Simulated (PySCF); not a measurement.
Cartesian coordinates in Å; atom numbers follow the order of the lines, from 1:
```xyz
17

C     2.7814   -0.2725   -0.2506
C     1.3328   -0.3483    0.2006
O     0.8119    0.9656    0.2531
C    -0.5128    1.0248    0.7188
C    -1.5023    0.4854   -0.2706
C    -2.5456   -0.2823    0.0424
C    -2.8254   -0.7020    1.3582
N    -3.0629   -1.0656    2.4199
H     2.8389    0.1868   -1.2334
H     3.3533    0.3323    0.4472
H     3.2091   -1.2701   -0.2948
H     1.2630   -0.8132    1.1968
H     0.7449   -0.9626   -0.4994
H    -0.6144    0.5056    1.6847
H    -0.7146    2.0920    0.8730
H    -1.3197    0.7658   -1.2993
H    -3.2446   -0.6299   -0.7071
```

Level of theory: shielding tensors at PBE0/pcSseg-1 (GIAO), coordinates at the GFN2-xTB level, in PySCF 2.14.0 with density-fitted response routines (single conformer, isolated molecule, rapidly exchanging positions averaged, non-relativistic).

δ = σ(ref) − σ, references computed at the same level: $^{13}$C (σref 186.93) vs TMS.

Do the $^{13}$C shifts follow the atomic charges (in e)? Tabulate both.

Answers


```json
{"atoms": "C5", "hybridisation": "sp2", "δ (ppm)": "167.8", "σ para (ppm)": "-238", "Hirshfeld": "-0.00", "IAO": "-0.10", "Mulliken": "-0.19", "ESP-fitted": "-0.01"}
{"atoms": "C7", "hybridisation": "sp", "δ (ppm)": "120.0", "σ para (ppm)": "-193", "Hirshfeld": "+0.08", "IAO": "+0.13", "Mulliken": "+0.07", "ESP-fitted": "+0.54"}
{"atoms": "C6", "hybridisation": "sp2", "δ (ppm)": "107.7", "σ para (ppm)": "-175", "Hirshfeld": "-0.03", "IAO": "-0.21", "Mulliken": "-0.09", "ESP-fitted": "-0.52"}
{"atoms": "C4", "hybridisation": "sp3", "δ (ppm)": "74.8", "σ para (ppm)": "-134", "Hirshfeld": "+0.01", "IAO": "-0.06", "Mulliken": "+0.12", "ESP-fitted": "-0.07"}
{"atoms": "C2", "hybridisation": "sp3", "δ (ppm)": "70.3", "σ para (ppm)": "-132", "Hirshfeld": "+0.00", "IAO": "-0.04", "Mulliken": "+0.00", "ESP-fitted": "+0.39"}
{"atoms": "C1", "hybridisation": "sp3", "δ (ppm)": "18.0", "σ para (ppm)": "-78", "Hirshfeld": "-0.12", "IAO": "-0.42", "Mulliken": "-0.27", "ESP-fitted": "-0.49"}
```

Correlation coefficients of δ with charge over these carbons: Hirshfeld +0.61, IAO +0.56, Mulliken +0.12, ESP-fitted +0.32; with the paramagnetic shielding -1.00. With so few points, grouped by hybridisation, these coefficients are fragile. Charge is one influence among several: hybridisation and low-lying excitations act through the paramagnetic term.

Shifts are as computed. Against solution values, carbons near 30 ppm lie about +3 ppm off and those near 130 ppm about +5 ppm. Of 1211 compounds with measured shifts, 218 miss one by over three times the rms of a fit or turn the order of signals round; such compounds aren't used in these exercises.
